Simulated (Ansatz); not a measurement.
The cluster V2O7H4, relaxed as a singlet with RKS PBE-D4/def2-SVP in Ansatz, starting from the GFN1-xTB geometry. Force threshold 0.02 eV/Å.

The structure holds 2 bonds between oxygen atoms, so isomers without such links may lie far lower. The restricted singlet is unstable towards broken spin symmetry in Hartree–Fock (as tested in another run); at PBE-D4/def2-SVP this wasn't settled. The relaxation made no stability test and no search for a lower SCF solution. No other spin state of charge 0 was run. Another isomer (singlet) lies 4.39 eV lower at PBE0-D4/def2-TZVP; other spin states weren't run for this one.

Start:

```tsv
atom	x (Å)	y (Å)	z (Å)
V1	-0.259	1.233	-1.458
V2	0.217	-1.534	1.054
O3	0.499	-0.229	-1.370
O4	-1.697	0.987	-0.950
O5	0.381	-1.370	-0.738
O6	-1.291	-0.832	1.067
O7	1.432	-0.399	1.259
O8	0.594	2.188	-0.424
O9	1.003	-0.886	2.370
H10	-1.787	-0.264	0.450
H11	0.192	-3.126	1.261
H12	-0.263	1.809	-2.941
H13	0.980	2.424	0.420
```

| step | energy (eV) | largest force component (eV/Å) | SCF passes |
| --- | --- | --- | --- |
| 1 | -65726.1977 | 5.817 | 33 |
| 2 | -65727.4277 | 2.222 | 34 |
| 3 | -65727.7751 | 0.528 | 35 |
| 4 | -65727.8342 | 0.906 | 34 |
| 5 | -65727.8978 | 0.558 | 27 |
| 6 | -65728.0038 | 0.470 | 33 |
| 7 | -65728.0458 | 0.439 | 34 |
| 8 | -65728.0933 | 0.560 | 33 |
| 9 | -65728.1256 | 0.407 | 35 |
| 10 | -65728.1504 | 0.570 | 35 |
| 11 | -65728.1638 | 0.200 | 27 |
| 13 | -65728.1713 | 0.069 | 28 |
| 15 | -65728.1739 | 0.097 | 29 |
| 17 | -65728.1763 | 0.088 | 28 |
| 19 (rejected) | -65728.1690 | 0.511 | 27 |
| 21 | -65728.1781 | 0.073 | 27 |
| 23 | -65728.1788 | 0.102 | 29 |
| 25 | -65728.1795 | 0.027 | 27 |
| 27 | -65728.1797 | 0.027 | 26 |
| 29 | -65728.1798 | 0.005 | 29 |
| 30 | -65728.1798 | 0.007 | 29 |

Force components are those of the run's own axes.

End:

```xyz
13

V     0.1871    1.3370   -1.2190
V    -0.0905   -1.5788    0.9464
O     0.7457   -0.3715   -1.4424
O    -1.0995    1.4225   -0.3222
O     0.0326   -1.3817   -0.8505
O    -1.7996   -1.8390    1.1233
O     1.0689   -0.1665    1.0627
O     1.4144    2.5178   -0.8176
O     0.4890   -0.6206    2.2977
H    -2.5860   -1.3056    0.8961
H     0.7043   -2.9800    1.1143
H    -0.3852    1.7856   -2.6827
H     1.3189    3.1808   -0.1061
```

By distances, no bond broke or formed. The bond that changes most is V1–O3, from 1.65 to 1.81 Å (atoms count from 1). A close non-bonded pair moves further: O4–H10, from 1.88 to 3.34 Å.

The force fell under the threshold at step 29, but the optimiser went on. No frequencies were taken in this run, so the end may be a saddle point.

Hardware: 4 threads of Intel Xeon Platinum 8175M on a shared host. Wall time 2 min.
